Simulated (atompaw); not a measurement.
**Before and after: PAW (atompaw) potential for platinum (Pt)**

Pt (Z = 78), PAW, made with atompaw 4.2.0.5 (PBE, scalar-relativistic). Core [Kr] 4d10, reference 4f14 5s2 5p6 5d8 6s2 6p0. Waves: 5s (bound): rc 1.45 bohr; 6s (bound): rc 2.15 bohr; 5p (bound): rc 1.90 bohr; 6p (bound, empty): rc 2.15 bohr; 5d (bound): rc 2.15 bohr; 5d channel at 0.45 Ry: rc 2.15 bohr; 4f (bound): rc 0.95 bohr; 4f channel at -5.05 Ry: rc 0.95 bohr. Local part: bessel scheme, radius 1.45 bohr. Core correction: smooth core density matched at 1.60 bohr. Augmentation charge: sinc compensation charge, radius 1.95 bohr; PAW radius 2.15 bohr; waves and projectors: custom polynom gramschmidtortho.

Change: wave 4f (bound): rc 0.95 bohr becomes 4f (bound): rc 1.16 bohr.

Cutoffs: the cutoffs (Ry, on a coarse ladder) from which the occupation-weighted sum of valence levels, in a spherical-Bessel basis at the reference potential, stays within 10 and 1 mRy of its value at 400 Ry; they do not see the model core or the augmentation charge, which bear on the density cutoff.

**Question.** What does the change do?

**Answer.** The range in which the f phases agree widens (upper end 2.2 → at the end of the scan); neither file shows a bound ghost.

```tsv
quantity	base	changed
cutoff, loose	300 Ry	160 Ry
cutoff, tight	over 300 Ry	260 Ry
loose cutoff by channel (10 mRy a level)	s 21 Ry, p 21 Ry, d 18 Ry, f 200 Ry	s 21 Ry, p 21 Ry, d 18 Ry, f 90 Ry
bound ghosts	none	none
s: phases at 2.15 bohr within 0.05 rad from the reference energy up to (Ry; the scan ends near 5)	to the end of the scan	to the end of the scan
p: phases at 2.15 bohr within 0.05 rad from the reference energy up to (Ry; the scan ends near 5)	to the end of the scan	to the end of the scan
d: phases at 2.15 bohr within 0.05 rad from the reference energy up to (Ry; the scan ends near 5)	4.4	4.4
f: phases at 2.15 bohr within 0.05 rad from the reference energy up to (Ry; the scan ends near 5)	2.2	to the end of the scan
lowest overlap eigenvalue by channel	s 0.44, p 0.74, d 0.93, f 1.00	s 0.44, p 0.74, d 0.93, f 0.05
```

 The cutoffs see the waves, projectors and local potential, not the compensation charge or the core.
